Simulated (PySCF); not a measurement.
SeFCl, SMILES Cl[Se]F. The structure is a stationary point at r2SCAN-D4/def2-TZVP.

Calculation: r2SCAN-D4/def2-TZVP (PySCF).

Harmonic wavenumbers (cm⁻¹): 210, 427, 662. Rotational constants (GHz): 12.45, 3.746, 2.880; symmetry number 1.

Work out the zero-point energy and the ideal-gas rigid-rotor harmonic-oscillator thermochemistry at 298.15 K and 1 atm.

ZPE = ½ Σ hcν = ½ × 1299 cm⁻¹ = 1.86 kcal/mol. H − E(el) = 4.83 kcal/mol. Entropy in cal/(mol K): translation 40.58, rotation 25.28, vibration 3.26, total 69.13. G − E(el) = -15.78 kcal/mol. Cp = 12.09 cal/(mol K).
